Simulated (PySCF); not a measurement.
## Spin-rotation constants: `O=C(O)CSC1(F)CC1`, C$_{5}$H$_{7}$FO$_{2}$S

Molfile (atoms numbered from 1):
```
C5H7FO2S
     RDKit          3D

 16 16  0  0  0  0  0  0  0  0999 V2000
    1.7364    0.6979   -0.6784 O   0  0  0  0  0  0  0  0  0  0  0  0
    2.0474   -0.0236    0.2258 C   0  0  0  0  0  0  0  0  0  0  0  0
    3.1756    0.1286    0.9276 O   0  0  0  0  0  0  0  0  0  0  0  0
    1.2604   -1.2015    0.7477 C   0  0  0  0  0  0  0  0  0  0  0  0
   -0.2422   -1.5466   -0.2175 S   0  0  0  0  0  0  0  0  0  0  0  0
   -1.3210   -0.2794    0.4479 C   0  0  0  0  0  0  0  0  0  0  0  0
   -1.5583   -0.4696    1.7847 F   0  0  0  0  0  0  0  0  0  0  0  0
   -1.2815    1.1311   -0.0393 C   0  0  0  0  0  0  0  0  0  0  0  0
   -2.4461    0.2433   -0.3818 C   0  0  0  0  0  0  0  0  0  0  0  0
    3.6842    0.8871    0.5982 H   0  0  0  0  0  0  0  0  0  0  0  0
    1.8798   -2.0973    0.7044 H   0  0  0  0  0  0  0  0  0  0  0  0
    0.9773   -1.0259    1.7865 H   0  0  0  0  0  0  0  0  0  0  0  0
   -1.4325    1.9062    0.6974 H   0  0  0  0  0  0  0  0  0  0  0  0
   -0.5649    1.3721   -0.8084 H   0  0  0  0  0  0  0  0  0  0  0  0
   -2.5354   -0.1281   -1.3903 H   0  0  0  0  0  0  0  0  0  0  0  0
   -3.3869    0.4147    0.1188 H   0  0  0  0  0  0  0  0  0  0  0  0
  1  2  2  0
  2  3  1  0
  2  4  1  0
  4  5  1  0
  5  6  1  0
  6  7  1  0
  6  8  1  0
  8  9  1  0
  9  6  1  0
  3 10  1  0
  4 11  1  0
  4 12  1  0
  8 13  1  0
  8 14  1  0
  9 15  1  0
  9 16  1  0
M  END
```

Theory: GIAO PBE0/def2-SVP magnetisability, rotational g tensor and spin-rotation constants, non-relativistic, gas phase (PySCF). Geometry: GFN2-xTB.

Q: Give the nuclear spin-rotation constants along the inertial axes (H = +C I·J) beside the isotropic shieldings.

A: Rotational constants 2.4126, 0.9032, 0.8395 GHz. A star marks the isotopologue with that one atom substituted, in its own axes.
| atom | isotope | Caa (kHz) | Cbb (kHz) | Ccc (kHz) | mean (kHz) | σ (ppm) |
| --- | --- | --- | --- | --- | --- | --- |
| F7 | 19F | 1.721 | 0.323 | 0.341 | 0.795 | 385.1 |
| H10 | 1H | -0.129 | 0.008 | -0.107 | -0.076 | 26.0 |
| H11 | 1H | -0.180 | -0.011 | -0.082 | -0.091 | 28.8 |
| H12 | 1H | -0.239 | -0.087 | 0.023 | -0.101 | 28.0 |
| H13 | 1H | -0.284 | -0.067 | -0.014 | -0.122 | 30.7 |
| H14 | 1H | -0.121 | -0.063 | -0.061 | -0.082 | 30.0 |
| H15 | 1H | -0.256 | -0.104 | 0.006 | -0.118 | 31.0 |
| H16 | 1H | 0.004 | -0.106 | -0.078 | -0.060 | 30.7 |
| O1 | 17O* | -1.039 | -0.433 | -0.202 | -0.558 | -72.2 |
| C2 | 13C* | 1.084 | 0.284 | 0.232 | 0.533 | 31.3 |
| O3 | 17O* | -0.313 | -0.264 | -0.136 | -0.237 | 156.1 |
| C4 | 13C* | 0.336 | 0.135 | 0.141 | 0.204 | 160.6 |
| S5 | 33S* | 0.539 | 0.219 | 0.239 | 0.332 | 514.1 |
| C6 | 13C* | 0.633 | 0.247 | 0.129 | 0.336 | 108.7 |
| C8 | 13C* | 0.338 | 0.129 | 0.076 | 0.181 | 179.0 |

For the geometry as given, no vibrational averaging.
